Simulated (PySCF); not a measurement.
Species: 3-ethylfuran, C6H8O.
SMILES with atom numbers: `[CH3:1][CH2:2][c:3]1[cH:4][cH:5][o:6][cH:7]1` (hydrogens: H8, H9, H10 on C1; H11, H12 on C2; H13 on C4; H14 on C5; H15 on C7)

The same species was optimised twice, with GFN2-xTB and with PBE0-D3(BJ)/def2-SVP (PySCF), and the same property calculations (PySCF, gas phase) were run on both structures.

```json
{"coordinate": "C3–C4 (Å)", "GFN2-xTB": "1.423", "PBE0-D3(BJ)/def2-SVP": "1.437", "change": "+0.014"}
{"coordinate": "O6–C7 (Å)", "GFN2-xTB": "1.346", "PBE0-D3(BJ)/def2-SVP": "1.350", "change": "+0.004"}
{"coordinate": "C1–C2 (Å)", "GFN2-xTB": "1.530", "PBE0-D3(BJ)/def2-SVP": "1.526", "change": "-0.004"}
{"coordinate": "C5–O6 (Å)", "GFN2-xTB": "1.343", "PBE0-D3(BJ)/def2-SVP": "1.347", "change": "+0.004"}
{"coordinate": "C2–C3 (Å)", "GFN2-xTB": "1.492", "PBE0-D3(BJ)/def2-SVP": "1.496", "change": "+0.004"}
{"coordinate": "C4–C5 (Å)", "GFN2-xTB": "1.359", "PBE0-D3(BJ)/def2-SVP": "1.362", "change": "+0.003"}
{"coordinate": "C3–C7 (Å)", "GFN2-xTB": "1.363", "PBE0-D3(BJ)/def2-SVP": "1.365", "change": "+0.002"}
{"coordinate": "C1–C2–C3 (°)", "GFN2-xTB": "111.0", "PBE0-D3(BJ)/def2-SVP": "113.3", "change": "+2.3"}
{"coordinate": "C2–C3–C4 (°)", "GFN2-xTB": "126.7", "PBE0-D3(BJ)/def2-SVP": "127.3", "change": "+0.6"}
{"coordinate": "C5–O6–C7 (°)", "GFN2-xTB": "106.9", "PBE0-D3(BJ)/def2-SVP": "107.3", "change": "+0.4"}
{"coordinate": "C2–C3–C7 (°)", "GFN2-xTB": "128.0", "PBE0-D3(BJ)/def2-SVP": "127.7", "change": "-0.3"}
{"coordinate": "C4–C5–O6 (°)", "GFN2-xTB": "110.7", "PBE0-D3(BJ)/def2-SVP": "110.4", "change": "-0.3"}
{"coordinate": "C4–C3–C7 (°)", "GFN2-xTB": "105.2", "PBE0-D3(BJ)/def2-SVP": "105.0", "change": "-0.2"}
{"coordinate": "C3–C4–C5 (°)", "GFN2-xTB": "106.2", "PBE0-D3(BJ)/def2-SVP": "106.3", "change": "+0.1"}
{"coordinate": "C3–C7–O6 (°)", "GFN2-xTB": "111.1", "PBE0-D3(BJ)/def2-SVP": "111.0", "change": "-0.1"}
{"coordinate": "C1–C2–C3–C4 (°)", "GFN2-xTB": "-83", "PBE0-D3(BJ)/def2-SVP": "-65", "change": "+18"}
```

Rotational constants: A = 6775, B = 1859, C = 1635 MHz (GFN2-xTB) against A = 6854, B = 1832, C = 1582 MHz (PBE0-D3(BJ)/def2-SVP). Point groups within 0.08 Å: C1 and C1.

On the GFN2-xTB structure: isotropic polarisability (au) 70.4 [CAM-B3LYP/def2-SVPD]; HOMO (eV) -7.77 [CAM-B3LYP/def2-SVPD]; LUMO (eV) 1.32 [CAM-B3LYP/def2-SVPD]; dipole (D) 1.00 [CAM-B3LYP/def2-SVPD]; HOMO (eV) -6.46 [PBE0/pcSseg-1]; LUMO (eV) 0.44 [PBE0/pcSseg-1]; dipole (D) 0.91 [PBE0/pcSseg-1]; GIAO shielding of C1 (ppm) 165.1 [PBE0/pcSseg-1]; GIAO shielding of C2 (ppm) 163.8 [PBE0/pcSseg-1]; GIAO shielding of C3 (ppm) 51.3 [PBE0/pcSseg-1]; GIAO shielding of C4 (ppm) 69.0 [PBE0/pcSseg-1]; GIAO shielding of C5 (ppm) 39.3 [PBE0/pcSseg-1]; GIAO shielding of O6 (ppm) 36.7 [PBE0/pcSseg-1]; GIAO shielding of C7 (ppm) 43.6 [PBE0/pcSseg-1].

What do these properties become on the PBE0-D3(BJ)/def2-SVP structure?

| property | level | on GFN2-xTB | on PBE0-D3(BJ)/def2-SVP | change |
| --- | --- | --- | --- | --- |
| isotropic polarisability (au) | CAM-B3LYP/def2-SVPD | 70.4 | 71.6 | +1.2 |
| HOMO (eV) | CAM-B3LYP/def2-SVPD | -7.77 | -7.81 | -0.04 |
| LUMO (eV) | CAM-B3LYP/def2-SVPD | 1.32 | 1.34 | +0.02 |
| dipole (D) | CAM-B3LYP/def2-SVPD | 1.00 | 0.98 | -0.02 |
| energy, GFN2-xTB geometry as zero (kcal/mol) | CAM-B3LYP/def2-SVPD | 0.0 | -1.2 | -1.2 |
| HOMO (eV) | PBE0/pcSseg-1 | -6.46 | -6.51 | -0.05 |
| LUMO (eV) | PBE0/pcSseg-1 | 0.44 | 0.45 | +0.01 |
| dipole (D) | PBE0/pcSseg-1 | 0.91 | 0.89 | -0.02 |
| energy, GFN2-xTB geometry as zero (kcal/mol) | PBE0/pcSseg-1 | 0.0 | -0.7 | -0.7 |
| GIAO shielding of C1 (ppm) | PBE0/pcSseg-1 | 165.1 | 165.6 | +0.5 |
| GIAO shielding of C2 (ppm) | PBE0/pcSseg-1 | 163.8 | 162.9 | -0.9 |
| GIAO shielding of C3 (ppm) | PBE0/pcSseg-1 | 51.3 | 51.6 | +0.3 |
| GIAO shielding of C4 (ppm) | PBE0/pcSseg-1 | 69.0 | 68.2 | -0.8 |
| GIAO shielding of C5 (ppm) | PBE0/pcSseg-1 | 39.3 | 37.4 | -1.9 |
| GIAO shielding of O6 (ppm) | PBE0/pcSseg-1 | 36.7 | 35.6 | -1.1 |
| GIAO shielding of C7 (ppm) | PBE0/pcSseg-1 | 43.6 | 42.1 | -1.5 |

The heavy atoms differ by 0.113 Å rms after alignment. Among bonds between heavy atoms C3–C4 changes most (+0.014 Å). Changes are differences of the printed values. Neither structure is proved a minimum here.

The values belong to the conformer `[CH3:1][CH2:2][c:3]1[cH:4][cH:5][o:6][cH:7]1`: C1–C2–C3–C4 -65°.
